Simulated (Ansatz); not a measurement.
Reaction (formal exchange of groups at the Al–F bond): `[F][Al]([F])[I]` + `CC(F)Cl` → `[CH3][Al]([F])[I]` + `FC(F)Cl`

Computed with Ansatz on PBE0-D4/def2-TZVP structures; ΔE is electronic, products minus reactants. CBS: MP2 limit from def2 TZ/QZ plus the TZ coupled-cluster correction, frozen cores. Functionals use def2-TZVPP. B3LYP here is the variant with VWN-RPA as its local correlation; programs differ in this. HSE06 is defined as in plane-wave codes. Elements past krypton have def2 core potentials. For I outer-core shells are correlated without core-valence functions, which leaves a few kJ/mol of doubt a bond.

```csv
level,ΔE (kcal/mol),difference from CCSD(T)/CBS
LDA (SPW92),40.6,-7.6
PBE-D4,41.7,-6.5
revPBE-D4,42.6,-5.6
BLYP-D4,44.4,-3.8
r2SCAN-D4,44.2,-4.0
B97M-V,44.8,-3.4
PBE0-D4,43.2,-5.0
B3LYP-D4,45.3,-2.9
r2SCANh-D4,44.5,-3.7
r2SCAN0-D4,45.0,-3.2
HSE06-D4,43.0,-5.2
BHLYP-D4,46.7,-1.5
CAM-B3LYP-D4,45.6,-2.6
ωB97X-V,44.6,-3.6
ωB97M-V,44.4,-3.8
B2PLYP,46.5,-1.7
PBE-QIDH,45.8,-2.4
revPBE,41.4,-6.8
BLYP,43.8,-4.4
PBE0,43.0,-5.2
B3LYP,44.9,-3.3
r2SCANh,44.5,-3.7
r2SCAN0,44.9,-3.3
HSE06,42.9,-5.3
BHLYP,46.6,-1.6
CAM-B3LYP,45.5,-2.7
LC-ωPBE,44.6,-3.6
RPA@PBE/def2-TZVPP,46.0,-2.2
HF/def2-SVP,44.3,-3.9
MP2/def2-SVP,46.2,-2.0
CCSD/def2-SVP,45.3,-2.9
CCSD(T)/def2-SVP,44.8,-3.4
HF/def2-TZVPP,47.3,-0.9
MP2/def2-TZVPP,48.6,0.4
SCS-MP2/def2-TZVPP,48.5,0.3
CCSD/def2-TZVPP,47.2,-1.0
HF/def2-QZVPP,48.1,-0.1
MP2/def2-QZVPP,49.7,1.5
HF/CBS(def2),48.2,0.0
MP2/CBS(def2),50.1,1.9
CCSD(T)/CBS,48.2,0
```

Largest T1 diagnostic among the species: 0.011.

From BLYP to BHLYP (50 % exact exchange), in def2-TZVPP and without D4, ΔE moves by +2.9 kcal/mol. Leaving LDA and LC-ωPBE aside and taking each functional with its dispersion term where it has one, the values spread over 5.0 kcal/mol, from PBE-D4 to BHLYP-D4. LDA lies −0.9 kcal/mol from PBE without D4. At CCSD(T), def2-SVP lies −3.4 kcal/mol from the extrapolated value and def2-TZVPP −1.6 kcal/mol.
